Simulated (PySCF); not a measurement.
# Spectroscopy problems

Computational details: GFN2-xTB structure, shielding tensors at PBE0/pcSseg-1 (GIAO), in PySCF (non-relativistic Hamiltonian, fast rotation and ring inversion assumed for equivalent nuclei, no solvent model, single conformer).

δ = σ(ref) − σ, references computed at the same level: 1H, 13C vs TMS. Splittings of carbon signals by F and P are missing where no couplings were computed. Where no couplings were computed, multiplicities follow the n + 1 count of equivalent neighbours, and m marks all less simple cases (inequivalent or close neighbours, rings, F or P nearby). Shifts are as computed. Against solution values, carbons near 30 ppm lie about +3 ppm off and those near 130 ppm about +5 ppm. Of 1211 compounds with measured shifts, 218 miss one by over three times the rms of a fit or turn the order of signals round; such compounds aren't used in these exercises.

(1) C6H7FO2. 1H NMR (500 MHz, computed): δ 5.60 (m, 1H), 5.17 (m, 1H), 2.30 (m, 2H), 2.07 (s, 3H). 13C{1H} NMR (computed): δ 173.8 (C), 79.9 (CH), 60.6 (CH), 23.1 (CH3), 17.8 (CH). Give a structure.

(2) C7H17OP. 1H NMR (300 MHz, computed): δ 1.30 (m, 2H), 1.30 (m, 6H), 1.25 (s, 9H). 13C{1H} NMR (computed): δ 48.4 (CH2), 33.0 (C), 32.2 (CH3), 23.2 (CH3). Identify the compound.

Answers

(1) `C(C)(=O)O[C@@H]1[C@H]2[C@@H](F)[C@@H]12`. Rings plus π bonds: 3 (2 rings in the answer). 5 carbon signals for 6 carbons: some carbons are equivalent by symmetry or fast rotation. Carbon types of the structure: 1 × C, 4 × CH, 1 × CH3, which accounts for all hydrogens. δC 173.8: ester carbonyl carbon; lone-pair donation from the attached heteroatom keeps it upfield of a ketone carbonyl. δC 79.9, 60.6, 17.8: three-membered-ring carbon. δH 5.60, 5.17, 2.30: hydrogen on a three-membered-ring carbon. δH 2.07: hydrogen on a methyl carbon α to a carbonyl; α to C=O.

This is the structure that produced the data.

(2) `CC(C)(C)CP(C)(C)=O`. 4 carbon signals for 7 carbons: some carbons are equivalent by symmetry or fast rotation. Carbon types of the structure: 1 × C, 1 × CH2, 5 × CH3, which accounts for all hydrogens. δC 33.0: quaternary sp3 carbon; saturated and bonded to C and H only. δC 32.2: methyl carbon; aliphatic region, no heteroatom directly attached. δC 23.2: methyl carbon bonded to P. δH 1.25: hydrogen on a methyl carbon; far from electronegative atoms and π systems.

The data come from this structure; uniqueness wasn't tested.
